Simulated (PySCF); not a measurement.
# Frontier levels across methods

Compound: C₂H₉BN₂.
SMILES with atom numbers: `[CH3:1][N:2]([CH3:3])[BH:4][NH2:5]` (hydrogens: H6, H7, H8 on C1; H9, H10, H11 on C3; H12 on B4; H13, H14 on N5)

Structure used (PBE0-D3(BJ)/def2-SVP), in Å, numbered top down from 1:
```xyz
14
C2H9BN2 angstrom
C     -1.3699   -1.0542    0.0438
N     -0.2798   -0.1470    0.2805
C     -0.6763    1.0846    0.9032
B      1.0534   -0.4702   -0.0797
N      2.1669    0.3706    0.1350
H     -1.0007   -1.9682   -0.4393
H     -2.1419   -0.6072   -0.6125
H     -1.8757   -1.3444    0.9853
H     -1.4021    1.6438    0.2816
H     -1.1578    0.9119    1.8850
H      0.1855    1.7442    1.0725
H      1.2498   -1.5445   -0.6075
H      3.0913    0.0894   -0.1538
H      2.1372    1.2868    0.5593
```

Basis pcSseg-1 throughout (PySCF), one geometry. Geometry: PBE0-D3(BJ)/def2-SVP; no solvent, vibrations or thermal averaging.

**Question.** How do the orbital energies, the gap and the dipole change with the method?

**Answer.** 
| method | kind | HOMO (eV) | LUMO (eV) | gap (eV) | μ (D) | SCF cycles |
| --- | --- | --- | --- | --- | --- | --- |
| BLYP | GGA | -4.74 | 0.53 | 5.27 | 1.34 | 14 |
| OPBE | GGA | -4.86 | 0.79 | 5.65 | 1.34 | 13 |
| PBE | GGA | -4.87 | 0.55 | 5.42 | 1.35 | 14 |
| B97-D | GGA | -4.88 | 0.69 | 5.56 | 1.32 | 14 |
| KT2 | GGA | -4.96 | 0.47 | 5.43 | 1.29 | 14 |
| BP86 | GGA | -4.97 | 0.64 | 5.62 | 1.35 | 14 |
| LDA | LDA | -4.98 | 0.40 | 5.38 | 1.39 | 14 |
| KT3 | GGA | -4.99 | 0.39 | 5.37 | 1.28 | 14 |
| B97-2 | global hybrid | -5.93 | 1.45 | 7.38 | 1.28 | 12 |
| B3LYP | global hybrid | -5.94 | 1.08 | 7.02 | 1.29 | 13 |
| PBE0 | global hybrid | -6.17 | 1.44 | 7.61 | 1.30 | 13 |
| mPW1PW91 | global hybrid | -6.20 | 1.44 | 7.65 | 1.28 | 12 |
| BHandHLYP | global hybrid | -7.39 | 2.14 | 9.52 | 1.23 | 12 |
| CAM-B3LYP | range-separated hybrid | -7.51 | 2.28 | 9.80 | 1.28 | 12 |
| wB97X-D | range-separated hybrid | -8.03 | 3.29 | 11.32 | 1.28 | 12 |
| LC-wPBE | range-separated hybrid | -8.87 | 3.69 | 12.55 | 1.27 | 12 |
| HF | Hartree–Fock | -9.34 | 4.37 | 13.71 | 1.15 | 10 |

The HOMO spans 4.60 eV, from BLYP down to HF, and the gap runs from 5.27 eV (BLYP) to 13.71 eV (HF). Over the methods BLYP (0 %), OPBE (0 %), PBE (0 %), B97-D (0 %), KT2 (0 %), BP86 (0 %), LDA (0 %), KT3 (0 %), B97-2 (21 %), B3LYP (20 %), PBE0 (25 %), mPW1PW91 (25 %), BHandHLYP (50 %), HF (100 %), a straight line through the gap against the share of exact exchange rises by 0.82 eV for each 10 % (correlation coefficient 0.999). The dipole ranges from 1.15 D (HF) to 1.39 D (LDA). This basis has no diffuse functions.
